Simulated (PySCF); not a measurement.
Compound: 3-tert-butylpyridine, C9H13N.
SMILES with atom numbers: `[CH3:1][C:2]([CH3:3])([CH3:4])[c:5]1[cH:6][cH:7][cH:8][n:9][cH:10]1` (hydrogens: H11, H12, H13 on C1; H14, H15, H16 on C3; H17, H18, H19 on C4; H20 on C6; H21 on C7; H22 on C8; H23 on C10)

The same species was optimised twice, with GFN2-xTB and with PBE0-D3(BJ)/def2-SVP (PySCF), and the same property calculations (PySCF, gas phase) were run on both structures.

```json
{"coordinate": "C2–C5 (Å)", "GFN2-xTB": "1.518", "PBE0-D3(BJ)/def2-SVP": "1.528", "change": "+0.010"}
{"coordinate": "C5–C10 (Å)", "GFN2-xTB": "1.396", "PBE0-D3(BJ)/def2-SVP": "1.405", "change": "+0.009"}
{"coordinate": "C8–N9 (Å)", "GFN2-xTB": "1.322", "PBE0-D3(BJ)/def2-SVP": "1.331", "change": "+0.009"}
{"coordinate": "N9–C10 (Å)", "GFN2-xTB": "1.319", "PBE0-D3(BJ)/def2-SVP": "1.327", "change": "+0.008"}
{"coordinate": "C6–C7 (Å)", "GFN2-xTB": "1.386", "PBE0-D3(BJ)/def2-SVP": "1.394", "change": "+0.008"}
{"coordinate": "C7–C8 (Å)", "GFN2-xTB": "1.384", "PBE0-D3(BJ)/def2-SVP": "1.391", "change": "+0.007"}
{"coordinate": "C5–C6 (Å)", "GFN2-xTB": "1.390", "PBE0-D3(BJ)/def2-SVP": "1.397", "change": "+0.007"}
{"coordinate": "C1–C2 (Å)", "GFN2-xTB": "1.531", "PBE0-D3(BJ)/def2-SVP": "1.529", "change": "-0.002"}
{"coordinate": "C2–C4 (Å)", "GFN2-xTB": "1.535", "PBE0-D3(BJ)/def2-SVP": "1.536", "change": "+0.001"}
{"coordinate": "C2–C3 (Å)", "GFN2-xTB": "1.535", "PBE0-D3(BJ)/def2-SVP": "1.536", "change": "+0.001"}
{"coordinate": "C1–C2–C5 (°)", "GFN2-xTB": "112.3", "PBE0-D3(BJ)/def2-SVP": "111.8", "change": "-0.5"}
{"coordinate": "C8–N9–C10 (°)", "GFN2-xTB": "118.3", "PBE0-D3(BJ)/def2-SVP": "118.0", "change": "-0.3"}
{"coordinate": "C4–C2–C5 (°)", "GFN2-xTB": "108.9", "PBE0-D3(BJ)/def2-SVP": "109.2", "change": "+0.3"}
{"coordinate": "C5–C10–N9 (°)", "GFN2-xTB": "124.7", "PBE0-D3(BJ)/def2-SVP": "124.9", "change": "+0.2"}
{"coordinate": "C3–C2–C5 (°)", "GFN2-xTB": "108.9", "PBE0-D3(BJ)/def2-SVP": "109.1", "change": "+0.2"}
{"coordinate": "C3–C2–C4 (°)", "GFN2-xTB": "109.8", "PBE0-D3(BJ)/def2-SVP": "109.6", "change": "-0.2"}
{"coordinate": "C7–C8–N9 (°)", "GFN2-xTB": "122.6", "PBE0-D3(BJ)/def2-SVP": "122.7", "change": "+0.1"}
{"coordinate": "C6–C7–C8 (°)", "GFN2-xTB": "118.6", "PBE0-D3(BJ)/def2-SVP": "118.6", "change": "0.0"}
{"coordinate": "C1–C2–C5–C6 (°)", "GFN2-xTB": "0", "PBE0-D3(BJ)/def2-SVP": "-1", "change": "-1"}
```

Rotational constants: A = 2617, B = 974.0, C = 840.5 MHz (GFN2-xTB) against A = 2596, B = 964.0, C = 831.4 MHz (PBE0-D3(BJ)/def2-SVP). Point groups within 0.08 Å: Cs and Cs.

On the GFN2-xTB structure: HOMO (eV) -7.18 [PBE0/pcSseg-1]; LUMO (eV) -0.59 [PBE0/pcSseg-1]; dipole (D) 2.48 [PBE0/pcSseg-1]; GIAO shielding of C1/C3/C4 (mean) (ppm) 154.0 [PBE0/pcSseg-1]; GIAO shielding of C2 (ppm) 151.6 [PBE0/pcSseg-1]; GIAO shielding of C5 (ppm) 36.2 [PBE0/pcSseg-1]; GIAO shielding of C6 (ppm) 50.7 [PBE0/pcSseg-1]; GIAO shielding of C7 (ppm) 59.0 [PBE0/pcSseg-1]; GIAO shielding of C8 (ppm) 34.2 [PBE0/pcSseg-1]; GIAO shielding of N9 (ppm) -91.9 [PBE0/pcSseg-1]; GIAO shielding of C10 (ppm) 31.4 [PBE0/pcSseg-1].

Question: What do these properties become on the PBE0-D3(BJ)/def2-SVP structure?

Answer: 
```
                                    property          level  on GFN2-xTB  on PBE0-D3(BJ)/def2-SVP  change
                                   HOMO (eV)  PBE0/pcSseg-1        -7.18                    -7.22   -0.04
                                   LUMO (eV)  PBE0/pcSseg-1        -0.59                    -0.64   -0.05
                                  dipole (D)  PBE0/pcSseg-1         2.48                     2.51   +0.03
energy, GFN2-xTB geometry as zero (kcal/mol)  PBE0/pcSseg-1          0.0                     -0.5    -0.5
     GIAO shielding of C1/C3/C4 (mean) (ppm)  PBE0/pcSseg-1        154.0                    151.9    -2.1
                  GIAO shielding of C2 (ppm)  PBE0/pcSseg-1        151.6                    150.5    -1.1
                  GIAO shielding of C5 (ppm)  PBE0/pcSseg-1         36.2                     34.1    -2.1
                  GIAO shielding of C6 (ppm)  PBE0/pcSseg-1         50.7                     48.4    -2.3
                  GIAO shielding of C7 (ppm)  PBE0/pcSseg-1         59.0                     56.9    -2.1
                  GIAO shielding of C8 (ppm)  PBE0/pcSseg-1         34.2                     31.8    -2.4
                  GIAO shielding of N9 (ppm)  PBE0/pcSseg-1        -91.9                    -95.3    -3.4
                 GIAO shielding of C10 (ppm)  PBE0/pcSseg-1         31.4                     28.7    -2.7
```

The heavy atoms differ by 0.013 Å rms after alignment. Among bonds between heavy atoms C2–C5, C5–C10 and C8–N9 change most and about equally (+0.009 to +0.010 Å). Changes are differences of the printed values. Neither structure is proved a minimum here.

The values belong to the conformer `[CH3:1][C:2]([CH3:3])([CH3:4])[c:5]1[cH:6][cH:7][cH:8][n:9][cH:10]1`: C1–C2–C5–C6 -1°.
